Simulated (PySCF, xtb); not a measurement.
PbBr, SMILES [Br][Pb+] (connectivity only; charge and spin as stated), charge +1, multiplicity 1.

Harmonic wavenumbers (cm⁻¹) from GFN2-xTB (xtb) at its own minimum, in rising order: 238.

Problem. What does PBE-D3(BJ)/def2-TZVP in PySCF give at its own minimum? (The exact figures need the calculation; the answer reports its results.)

Solution. 250. Paired by order, the mean absolute difference is 12 cm⁻¹ and the zero-point energies are 0.3 and 0.4 kcal/mol.
